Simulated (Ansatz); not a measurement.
Frontier orbitals of Cl₂H₃SbSi, SMILES `[SiH3][Sb]([Cl])[Cl]`.

The species carries charge 0 and has multiplicity 1. Correlated methods include outer-core shells of Sb, which these sets cover unevenly. Sb takes the def2 core potential. All single points use the PBE0-D4/def2-TZVP geometry. Basis def2-TZVPP, Ansatz.

Orbital energies of one run (eV). Highest occupied ones, from the top: -9.44, -11.30, -11.40, -11.71, -12.30, -12.76, -12.83, -13.19, -13.55, -17.58, -19.47, -25.33, -26.00, -39.81. Empty: 0.08, 0.13, 1.20, 2.96, 3.05, 3.15.

Question: Which functional gave them?
A. PBE
B. BHLYP
C. ωB97X-V
D. r2SCAN0

Answer: C. HOMO energies: ωB97X-V -9.44, BHLYP -8.22, PBE -6.27, r2SCAN0 -7.48 eV.
